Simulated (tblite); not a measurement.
Record of a relaxation.

Compound: C5H11BO2Si.
Numbering: `[CH3:1][CH2:2][SiH2:3][C:4]1=[CH:5][O:6][BH2-:7][O+:8]=[CH:9]1` (hydrogens: H10, H11, H12 on C1; H13, H14 on C2; H15, H16 on Si3; H17 on C5; H18, H19 on B7; H20 on C9)
Bond orders are those of one Lewis drawing.

Computed with GFN2-xTB (tblite), gas phase: L-BFGS steps from a force-field or distance-geometry start until the largest atomic force falls under 0.01 eV/Å. 8 of its 109 geometries are shown.

Step 0: E = -745.7314 eV, largest atomic force 5.647 eV/Å
```
atom  x, y, z in Å  |  force x, y, z in eV/Å
C1      2.397   -0.989    0.566   -0.331  -0.314   0.104
C2      2.353    0.436   -0.002    0.997  -0.218   0.366
Si3     0.850    1.355    0.603   -0.165   1.037   0.529
C4     -0.685    0.515   -0.014    0.132  -1.741   3.634
C5     -1.127    0.703   -1.243   -4.400  -2.053  -2.883
O6     -2.253    0.018   -1.727    3.593   2.367   0.474
B7     -3.151   -0.743   -0.801   -0.353   0.028  -0.319
O8     -2.415   -1.076    0.483    1.188   0.287   1.069
C9     -1.347   -0.503    0.844   -0.665   1.012  -2.368
H10     2.387   -0.966    1.682    0.037  -0.099  -0.906
H11     1.504   -1.563    0.209    0.766   0.384   0.364
H12     3.305   -1.504    0.221   -0.355   0.075   0.217
H13     2.343    0.396   -1.091    0.253  -0.010   0.041
H14     3.268    0.980    0.338   -0.534  -0.415  -0.459
H15     0.830    1.411    2.071   -0.040  -0.055  -0.016
H16     0.873    2.732    0.086   -0.019  -0.042   0.003
H17    -0.608    1.388   -1.913   -0.474  -0.348  -0.193
H18    -3.529   -1.751   -1.326    0.405  -0.009   0.076
H19    -4.094   -0.063   -0.526   -0.007   0.186   0.302
H20    -0.905   -0.766    1.800   -0.026  -0.069  -0.034
```

Step 15: E = -746.4973 eV, largest atomic force 0.052 eV/Å
```
atom  x, y, z in Å  |  force x, y, z in eV/Å
C1      2.405   -0.995    0.561    0.005  -0.035   0.008
C2      2.369    0.431    0.017    0.017  -0.040   0.003
Si3     0.842    1.392    0.626   -0.038   0.008   0.007
C4     -0.710    0.507    0.050   -0.006  -0.011  -0.044
C5     -1.216    0.660   -1.242    0.011  -0.008   0.007
O6     -2.235    0.093   -1.717   -0.028   0.004   0.034
B7     -3.158   -0.732   -0.800   -0.027   0.013  -0.042
O8     -2.404   -1.089    0.493    0.013   0.012  -0.001
C9     -1.358   -0.464    0.814    0.003   0.003  -0.002
H10     2.403   -0.990    1.649    0.015  -0.009  -0.007
H11     1.536   -1.557    0.223    0.002  -0.003   0.001
H12     3.298   -1.520    0.227   -0.004   0.009  -0.010
H13     2.376    0.393   -1.074    0.009   0.002  -0.017
H14     3.282    0.947    0.312    0.009   0.017   0.016
H15     0.821    1.425    2.091    0.001   0.008   0.035
H16     0.845    2.749    0.077   -0.002   0.031  -0.023
H17    -0.674    1.292   -1.950    0.038   0.006   0.024
H18    -3.427   -1.741   -1.360    0.004   0.002   0.008
H19    -4.078   -0.030   -0.507   -0.019  -0.044   0.017
H20    -0.921   -0.761    1.772   -0.003   0.034  -0.015
```

Step 31: E = -746.5020 eV, largest atomic force 0.046 eV/Å
```
atom  x, y, z in Å  |  force x, y, z in eV/Å
C1      2.415   -1.009    0.557    0.003  -0.001  -0.001
C2      2.376    0.424    0.031    0.010  -0.008   0.001
Si3     0.845    1.390    0.623   -0.030  -0.004  -0.001
C4     -0.701    0.499    0.037   -0.023   0.009   0.003
C5     -1.223    0.668   -1.246   -0.003   0.010   0.012
O6     -2.270    0.137   -1.702    0.009  -0.022   0.008
B7     -3.165   -0.733   -0.802   -0.029  -0.028   0.017
O8     -2.409   -1.079    0.496   -0.008   0.037  -0.027
C9     -1.365   -0.450    0.815   -0.001   0.003   0.015
H10     2.435   -1.018    1.645    0.010  -0.004  -0.016
H11     1.539   -1.565    0.229    0.015   0.008  -0.003
H12     3.303   -1.526    0.196   -0.016  -0.009   0.011
H13     2.394    0.401   -1.061    0.018  -0.005  -0.005
H14     3.282    0.943    0.343    0.018  -0.004  -0.001
H15     0.812    1.447    2.088   -0.005  -0.002   0.003
H16     0.854    2.743    0.056   -0.001   0.000  -0.007
H17    -0.677    1.292   -1.957    0.006   0.023   0.008
H18    -3.388   -1.746   -1.374    0.006  -0.010  -0.017
H19    -4.118   -0.084   -0.500   -0.006  -0.001  -0.011
H20    -0.945   -0.722    1.785    0.027   0.008   0.011
```

Step 46: E = -746.5052 eV, largest atomic force 0.035 eV/Å
```
atom  x, y, z in Å  |  force x, y, z in eV/Å
C1      2.430   -1.024    0.549   -0.011   0.005   0.004
C2      2.396    0.416    0.042   -0.008   0.000   0.002
Si3     0.851    1.382    0.610    0.029   0.015   0.012
C4     -0.709    0.508    0.039    0.009  -0.003  -0.009
C5     -1.248    0.693   -1.235   -0.004  -0.009  -0.006
O6     -2.293    0.158   -1.689   -0.010  -0.008   0.003
B7     -3.171   -0.749   -0.806    0.005  -0.004   0.005
O8     -2.434   -1.043    0.515   -0.017  -0.001   0.014
C9     -1.382   -0.425    0.827   -0.005   0.003  -0.004
H10     2.468   -1.048    1.635    0.000   0.005   0.003
H11     1.542   -1.566    0.229    0.004  -0.008  -0.016
H12     3.305   -1.548    0.167   -0.013   0.004   0.008
H13     2.443    0.407   -1.050   -0.007   0.001   0.007
H14     3.296    0.933    0.381   -0.011  -0.004  -0.007
H15     0.804    1.457    2.076    0.013   0.001  -0.014
H16     0.875    2.726    0.021   -0.003  -0.013   0.011
H17    -0.721    1.343   -1.938    0.004   0.010   0.004
H18    -3.327   -1.780   -1.373    0.016   0.007  -0.010
H19    -4.165   -0.146   -0.543    0.006  -0.006   0.002
H20    -0.968   -0.684    1.805    0.002   0.005  -0.008
```

Step 62: E = -746.5073 eV, largest atomic force 0.030 eV/Å
```
atom  x, y, z in Å  |  force x, y, z in eV/Å
C1      2.418   -1.037    0.541   -0.007  -0.002   0.003
C2      2.401    0.402    0.034   -0.004   0.023   0.002
Si3     0.868    1.379    0.606   -0.025   0.016  -0.007
C4     -0.698    0.512    0.037   -0.014   0.003   0.009
C5     -1.263    0.721   -1.222   -0.005   0.027   0.007
O6     -2.316    0.194   -1.666    0.018   0.008  -0.019
B7     -3.157   -0.768   -0.809    0.023  -0.002   0.007
O8     -2.450   -1.002    0.541   -0.015  -0.009   0.013
C9     -1.387   -0.396    0.841   -0.006  -0.015  -0.010
H10     2.427   -1.063    1.628   -0.006   0.007   0.019
H11     1.538   -1.576    0.196   -0.008  -0.022  -0.010
H12     3.302   -1.564    0.185    0.004  -0.006  -0.017
H13     2.448    0.396   -1.057   -0.001  -0.016  -0.006
H14     3.303    0.910    0.375    0.021   0.003   0.003
H15     0.837    1.465    2.071   -0.004  -0.012  -0.012
H16     0.883    2.722    0.017    0.016   0.011  -0.005
H17    -0.762    1.402   -1.915    0.013  -0.003   0.006
H18    -3.213   -1.810   -1.377    0.009  -0.011  -0.001
H19    -4.202   -0.241   -0.595    0.008  -0.004   0.025
H20    -0.983   -0.633    1.829   -0.016   0.004  -0.006
```

Step 77: E = -746.5091 eV, largest atomic force 0.013 eV/Å
```
atom  x, y, z in Å  |  force x, y, z in eV/Å
C1      2.397   -1.050    0.533    0.000  -0.002  -0.001
C2      2.396    0.388    0.020   -0.002  -0.003   0.007
Si3     0.877    1.385    0.598   -0.005  -0.004  -0.001
C4     -0.702    0.533    0.048    0.000   0.000   0.002
C5     -1.277    0.755   -1.204    0.007   0.002  -0.003
O6     -2.328    0.225   -1.649    0.004   0.006   0.005
B7     -3.129   -0.792   -0.814    0.000  -0.003  -0.005
O8     -2.453   -0.980    0.557    0.003  -0.009   0.001
C9     -1.394   -0.368    0.857   -0.006   0.002   0.000
H10     2.374   -1.072    1.620    0.005   0.005  -0.002
H11     1.528   -1.591    0.165   -0.001   0.005  -0.002
H12     3.291   -1.577    0.203   -0.006  -0.007  -0.006
H13     2.445    0.375   -1.071   -0.010  -0.001   0.008
H14     3.305    0.887    0.360    0.003  -0.007   0.000
H15     0.856    1.460    2.063    0.003   0.008   0.006
H16     0.915    2.728    0.010   -0.001   0.006  -0.001
H17    -0.791    1.458   -1.884   -0.004   0.006  -0.005
H18    -3.097   -1.835   -1.384   -0.002  -0.010   0.003
H19    -4.212   -0.338   -0.625    0.003   0.002  -0.003
H20    -1.007   -0.581    1.857    0.008   0.005  -0.004
```

Step 93: E = -746.5099 eV, largest atomic force 0.020 eV/Å
```
atom  x, y, z in Å  |  force x, y, z in eV/Å
C1      2.375   -1.061    0.529   -0.001   0.004  -0.001
C2      2.384    0.380    0.021    0.005  -0.006   0.000
Si3     0.881    1.399    0.604    0.000  -0.016  -0.012
C4     -0.703    0.555    0.054    0.000  -0.004  -0.002
C5     -1.280    0.775   -1.197   -0.007   0.000  -0.002
O6     -2.322    0.228   -1.645   -0.005   0.003   0.001
B7     -3.104   -0.811   -0.819    0.008   0.003   0.010
O8     -2.436   -0.982    0.558    0.007   0.002   0.005
C9     -1.388   -0.354    0.862    0.006  -0.005  -0.001
H10     2.365   -1.088    1.617   -0.003   0.012  -0.008
H11     1.496   -1.593    0.168    0.001   0.009   0.005
H12     3.260   -1.595    0.187   -0.016  -0.003  -0.005
H13     2.420    0.368   -1.070    0.000  -0.003   0.003
H14     3.304    0.865    0.351   -0.003   0.002   0.004
H15     0.866    1.486    2.069   -0.003   0.001   0.008
H16     0.930    2.738    0.007    0.001   0.011  -0.003
H17    -0.810    1.494   -1.873    0.009  -0.007   0.010
H18    -3.040   -1.854   -1.387    0.005  -0.002  -0.004
H19    -4.198   -0.385   -0.639   -0.008   0.005  -0.009
H20    -1.004   -0.555    1.865    0.002  -0.005   0.001
```

Step 108: E = -746.5109 eV, largest atomic force 0.009 eV/Å
```
atom  x, y, z in Å  |  force x, y, z in eV/Å
C1      2.337   -1.065    0.524    0.000  -0.001   0.001
C2      2.375    0.374    0.017    0.001   0.000   0.003
Si3     0.888    1.413    0.605    0.006   0.007   0.002
C4     -0.696    0.566    0.061    0.003   0.002   0.001
C5     -1.281    0.793   -1.185    0.001  -0.004   0.001
O6     -2.318    0.240   -1.635   -0.002  -0.004   0.003
B7     -3.073   -0.829   -0.822   -0.002  -0.004  -0.002
O8     -2.420   -0.980    0.565    0.002   0.001  -0.004
C9     -1.375   -0.347    0.868    0.001   0.001   0.001
H10     2.355   -1.092    1.611   -0.002   0.003   0.002
H11     1.433   -1.570    0.187   -0.002   0.004  -0.002
H12     3.195   -1.627    0.159    0.000   0.000  -0.004
H13     2.406    0.364   -1.074    0.001  -0.007   0.002
H14     3.305    0.841    0.344   -0.001   0.003   0.003
H15     0.874    1.514    2.069    0.004  -0.007  -0.005
H16     0.946    2.749    0.000   -0.005  -0.001  -0.002
H17    -0.820    1.526   -1.853   -0.005   0.002   0.000
H18    -2.959   -1.868   -1.391   -0.002   0.007  -0.003
H19    -4.186   -0.446   -0.662    0.005  -0.001   0.003
H20    -0.990   -0.545    1.872   -0.003   0.001   0.002
```

Q: Summarise the path.

A: The energy falls by 75.20 kJ/mol from step 0 to step 108; nine tenths of that is first reached at step 3. It falls at every step. The largest force goes from 5.647 to 0.009 eV/Å. Among the bonds C5–O6 changes most, from 1.405 to 1.259 Å; the atoms move by 0.216 Å rms after alignment.

Q: Follow the three bonds and two angles with the largest change from start to end.

A: 
| step | E above end (kJ/mol) | largest force (eV/Å) | C5–O6 (Å) | C4–C9 (Å) | C4=C5 (Å) | H18–B7–H19 (°) | C4–C5–O6 (°) |
| --- | --- | --- | --- | --- | --- | --- | --- |
| 0 | 75.20 | 5.647 | 1.405 | 1.487 | 1.319 | 109.4 | 121.3 |
| 5 | 3.91 | 0.322 | 1.263 | 1.394 | 1.391 | 113.2 | 126.5 |
| 9 | 1.77 | 0.118 | 1.260 | 1.395 | 1.394 | 116.1 | 126.4 |
| 14 | 1.36 | 0.064 | 1.260 | 1.396 | 1.396 | 116.5 | 126.4 |
| 19 | 1.10 | 0.047 | 1.259 | 1.395 | 1.394 | 115.8 | 126.2 |
| 23 | 1.02 | 0.032 | 1.260 | 1.395 | 1.395 | 116.1 | 126.4 |
| 28 | 0.91 | 0.042 | 1.259 | 1.394 | 1.395 | 116.0 | 126.3 |
| 33 | 0.79 | 0.076 | 1.259 | 1.396 | 1.396 | 116.1 | 126.4 |
| 38 | 0.65 | 0.063 | 1.259 | 1.395 | 1.395 | 116.0 | 126.3 |
| 42 | 0.59 | 0.040 | 1.259 | 1.395 | 1.395 | 115.7 | 126.4 |
| 47 | 0.54 | 0.033 | 1.259 | 1.395 | 1.395 | 115.8 | 126.4 |
| 52 | 0.49 | 0.022 | 1.259 | 1.395 | 1.395 | 116.0 | 126.4 |
| 56 | 0.45 | 0.034 | 1.259 | 1.395 | 1.395 | 115.8 | 126.3 |
| 61 | 0.37 | 0.041 | 1.259 | 1.395 | 1.396 | 115.7 | 126.4 |
| 66 | 0.26 | 0.035 | 1.259 | 1.395 | 1.395 | 115.7 | 126.5 |
| 70 | 0.21 | 0.022 | 1.259 | 1.396 | 1.395 | 115.8 | 126.4 |
| 75 | 0.18 | 0.016 | 1.259 | 1.395 | 1.395 | 115.8 | 126.5 |
| 80 | 0.16 | 0.016 | 1.259 | 1.395 | 1.395 | 115.8 | 126.4 |
| 85 | 0.13 | 0.023 | 1.259 | 1.395 | 1.395 | 115.9 | 126.4 |
| 89 | 0.11 | 0.023 | 1.259 | 1.395 | 1.395 | 115.8 | 126.4 |
| 94 | 0.08 | 0.029 | 1.259 | 1.395 | 1.395 | 115.8 | 126.4 |
| 99 | 0.04 | 0.027 | 1.259 | 1.395 | 1.395 | 115.7 | 126.4 |
| 103 | 0.02 | 0.022 | 1.259 | 1.395 | 1.395 | 115.9 | 126.5 |
| 108 | 0.00 | 0.009 | 1.259 | 1.395 | 1.395 | 115.8 | 126.4 |

The cost below is that of the whole relaxation. The run took 2.7 s on one thread of an Intel Xeon at 2.50 GHz, on a shared host.
